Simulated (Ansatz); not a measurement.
Consider the substitution at a C–C bond: `CCCC(C)CCC` + `[CH3][SnH]([OH])[F]` → `CC[O][SnH]([CH3])[F]` + `CCCC(C)C`.

Gas-phase electronic energies from Ansatz, PBE0-D4/def2-TZVP geometries. CCSD(T)/CBS adds triple-zeta CCSD(T) − MP2 to the extrapolated MP2 energy (def2 sets, frozen cores). Functionals use def2-TZVPP. B3LYP here is the variant with VWN-RPA as its local correlation; programs differ in this. Elements past krypton have def2 core potentials. For Sn outer-core shells are correlated without core-valence functions, which leaves a few kJ/mol of doubt a bond. One conformer a species, not always the lowest.

```csv
level,ΔE (kcal/mol)
PBE0-D4,9.7
B3LYP-D4,8.1
ωB97X-V,9.2
r2SCAN,8.8
PBE0,9.4
SCS-MP2/def2-TZVPP,10.2
CCSD/def2-TZVPP,10.0
MP2/CBS(def2),11.6
```

**Question.** What does CCSD(T)/CBS give? (Estimate.)

**Answer.** Ansatz gave: +10.3 kcal/mol. The listed levels differ from it by -0.6, -2.2, -1.1, -1.5, -0.9, -0.1, -0.3, 1.3 kcal/mol.

Largest T1 diagnostic among the species: 0.013.

From PBE to PBE0 (25 % exact exchange), in def2-TZVPP and without D4, ΔE moves by +0.8 kcal/mol. In def2-TZVPP, CCSD(T) changes the Hartree–Fock value by +2.4 kcal/mol (the triples alone add +0.1 kcal/mol) and MP2 by +3.8 kcal/mol.
